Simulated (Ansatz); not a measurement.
Frontier orbitals of B3H5Se (`BBB[SeH]`).

```xyz
9

B     1.051   -1.088   -1.123
B     0.863   -0.014    0.080
B    -0.574    0.379    0.782
Se   -1.713    1.751    0.087
H     1.216   -2.260   -0.929
H     1.023   -0.732   -2.269
H     1.853    0.519    0.517
H    -0.947   -0.205    1.756
H    -2.773    1.650    1.100
```

The species carries charge 0 and has multiplicity 1. Correlated methods include outer-core shells of Se, which these sets cover unevenly. Scalar relativity is left out up to krypton. Geometry: relaxed with PBE0-D4/def2-TZVP. It is one conformer, not always the lowest. Basis def2-TZVPP, the Gaussian-basis code of Ansatz.

```json
{"functional": "PBE", "HOMO (eV)": "-6.55", "LUMO (eV)": "-2.72"}
```

Problem. Give HOMO and LUMO (eV) with LDA (SPW92), revPBE, BLYP, r2SCAN, B97M-V, PBE0, B3LYP, r2SCANh, r2SCAN0, HSE06 (plane-wave form), BHLYP, CAM-B3LYP, LC-ωPBE, ωB97X-V, ωB97M-V, HF. (Best estimate.)

Solution. The calculation gave: 
```tsv
functional	HOMO	LUMO
LDA (SPW92)	-6.68	-2.97
revPBE	-6.50	-2.62
BLYP	-6.39	-2.55
r2SCAN	-6.80	-2.40
B97M-V	-6.83	-2.47
PBE0	-7.64	-1.79
B3LYP	-7.41	-1.98
r2SCANh	-7.20	-2.09
r2SCAN0	-7.81	-1.61
HSE06 (plane-wave form)	-7.25	-2.17
BHLYP	-8.57	-0.77
CAM-B3LYP	-8.89	-0.69
LC-ωPBE	-10.23	0.44
ωB97X-V	-9.88	0.35
ωB97M-V	-9.77	0.11
HF	-10.03	1.57
```

B3LYP here is the variant with VWN-RPA as its local correlation; programs differ in this. LC-ωPBE has ω = 0.4 bohr⁻¹. Positive LUMOs are unbound and depend on the basis.
